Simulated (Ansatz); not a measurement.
A search over several starts for the lowest SCF solution of K₃O⁺ at the given spin, in a small basis.

```yaml
crystal:
  periodic: [false, false, false]
  atoms:
    - {symbol: K, position_ang: [-0.498244, 0.511679, 0.117804]}
    - {symbol: K, position_ang: [-4.035509, -2.829411, 1.894151]}
    - {symbol: K, position_ang: [2.553361, 4.353294, -1.543596]}
    - {symbol: O, position_ang: [1.980402, -2.035562, -0.468369]}
basis:
  gaussian: {orbitals: def2-SVP, initial_orbitals: start.molden}
total_charge: 1
magnetization: {spin_polarized: true, initial_magnetization: 4}
hamiltonian: {xc: pbe0, dispersion: d4}
output: {orbitals: {seedname: orbitals}}
```

The file start.molden holds the orbitals of an earlier run on this structure, at another level or in another basis.

```sh
$ ansatz run in.yaml --threads 4 --pin off --events-out ev --progress --plain --max-ram 3916MiB
```

Shortened log:

```
Functional definition: PBE0
810 factors; integrals over basis functions are off by at most 6.2e-4 eV
mean field evaluation 1: about -50988.6863 eV, gradient 2.8e0 eV
mean field evaluation 2: about -50988.7297 eV, gradient 5.8e-2 eV
mean field evaluation 4: about -50988.7743 eV, gradient 1.4e-3 eV
mean field evaluation 8: about -50988.7743 eV, gradient 2.0e-5 eV
mean field evaluation 16: about -50988.7284 eV, gradient 3.4e-1 eV
mean field evaluation 32: about -50988.7743 eV, gradient 4.1e-5 eV
mean field -50988.77429248 eV, -1873.8028938162 hartree, gradient 9.6e-6 eV, S^2 6.003164; 5 other end points of the search recorded, 0 dependent functions left out
reference -50988.77436533 eV, -1873.8028964932 hartree; 34, 30 occupied and 52, 56 virtual orbitals, 810 factors
Total energy: -50989.13137037 eV, -1873.8160161865 hartree
```

It took 8.5 s on 4 threads of Arm Neoverse V1 on a shared host.

At PBE0-D4/def2-TZVP a singlet of charge 1 lies 5.55 eV below the quintet, each at its own geometry. The structure comes from a short search, and lower isomers may exist.
